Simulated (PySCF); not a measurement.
**Computed properties of BHFCl, SMILES FBCl**

BHFCl, SMILES FBCl. Geometry optimised at PBE0-D3(BJ)/def2-TZVP. The values are those of a single conformer. All values are computed for the isolated molecule unless a solvent is named; none is compared with measurement here.

**Structure.** The optimised structure has Cs symmetry. All 6 harmonic modes at PBE0-D3(BJ)/def2-TZVP (PySCF) are real, so it is a minimum. With heavy atoms numbered as in [BH:1]([F:3])[Cl:4], the shortest bond between them is B1–F3 at 1.311 Å and the longest B1–Cl4 at 1.742 Å.

**Vibrations.** The strongest infrared lines (harmonic, unscaled, degenerate partners summed) lie at 1336 cm⁻¹ (373 km/mol, B 67 %, F 28 %), 817 cm⁻¹ (101 km/mol, B 59 %, Cl 22 %, H 16 %), 2689 cm⁻¹ (92 km/mol, H 91 %, B 9 %). The softest mode is at 397 cm⁻¹ and the zero-point energy is 10.3 kcal/mol.

**Electronic structure.** CAM-B3LYP/def2-TZVPD (PySCF) places the frontier levels at -10.94 and -0.06 eV, a gap of 10.88 eV, and gives a dipole moment of 0.77 D and a mean polarisability of 29.4 bohr³.

**Excitations.** TDDFT-CAM-B3LYP/def2-SVPD (PySCF) has S1 at 6.70 eV (185 nm, f = 0.003, weak); the most intense of the 10 singlets computed lies at 8.01 eV (f = 0.10). T1 (TDA) is at 6.29 eV. No vertical singlet excitation falls in the visible range (under 3.1 eV).

**NMR.** GIAO shifts at KT2/pcSseg-2 (PySCF) (non-relativistic, atoms alike by connectivity averaged): ¹H at 5.7 ppm against TMS; ¹⁹F at -39.1 ppm against CFCl3; ¹¹B at 29.6 ppm against BF3. Without spin–orbit terms, shifts of atoms bonded to Cl or Br come out too high.
